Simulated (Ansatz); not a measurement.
Level of theory: frozen-core CCSD(T)/cc-pVTZ // B3LYP-D3(BJ)/def2-TZVP (Ansatz, a quantum-chemistry and plane-wave program).

Ansatz 0.2 input:
```yaml
crystal:
  periodic: [false, false, false]
  atoms:
    - { symbol: S, position_ang: [-0.476275, 1.734892, -0.431238] }
    - { symbol: Al, position_ang: [0.21245, -0.241385, 0.203461] }
    - { symbol: S, position_ang: [2.352074, -0.59611, 0.440239] }
    - { symbol: S, position_ang: [-1.116989, -1.922625, 0.626007] }
    - { symbol: H, position_ang: [-1.779993, 1.408882, -0.397207] }
    - { symbol: H, position_ang: [2.677917, 0.663264, 0.097428] }
    - { symbol: H, position_ang: [-2.235954, -1.236899, 0.334928] }
basis:
  gaussian: { orbitals: cc-pVTZ }
correlation:
  method: ccsd_t
```

Output:

```
Functional definition: HF
1025 factors; integrals over basis functions are off by at most 1.1e-3 eV
mean field evaluation 1: about -39086.4074 eV, gradient 2.0e1 eV
mean field evaluation 2: about -39086.6259 eV, gradient 2.1e1 eV
mean field evaluation 4: about -39088.3942 eV, gradient 2.5e0 eV
mean field evaluation 8: about -39088.4433 eV, gradient 1.8e-1 eV
mean field evaluation 16: about -39087.8640 eV, gradient 8.3e0 eV
mean field -39088.44350445 eV, -1436.4738036898 hartree, gradient 9.1e-6 eV, S^2 0.000000; 0 other end points of the search recorded, 0 dependent functions left out
20 core orbitals not correlated
reference -39088.44350445 eV, -1436.4738036898 hartree; 12, 12 occupied and 146, 146 virtual orbitals, 1025 factors
second order -16.36743387 eV of doubles, -0.00000000 eV of singles
cycle   1  -17.41245862 eV  change    -1.0e0 eV  update   8.8e-2
cycle   2  -17.83800753 eV  change   -4.3e-1 eV  update   2.6e-2
cycle   3  -17.89904398 eV  change   -6.1e-2 eV  update   1.1e-2
cycle   4  -17.89386321 eV  change    5.2e-3 eV  update   2.9e-3
cycle   5  -17.89245932 eV  change    1.4e-3 eV  update   1.0e-3
cycle   6  -17.89210682 eV  change    3.5e-4 eV  update   3.0e-4
cycle   7  -17.89206419 eV  change    4.3e-5 eV  update   9.4e-5
cycle   8  -17.89209445 eV  change   -3.0e-5 eV  update   2.9e-5
cycle   9  -17.89209374 eV  change    7.1e-7 eV  update   9.4e-6
perturbative correction -0.83291700 eV, -0.0306091354 hartree
Total energy: -39107.16851519 eV, -1437.1619351424 hartree
```

Cost: around 50 core-seconds (rough).
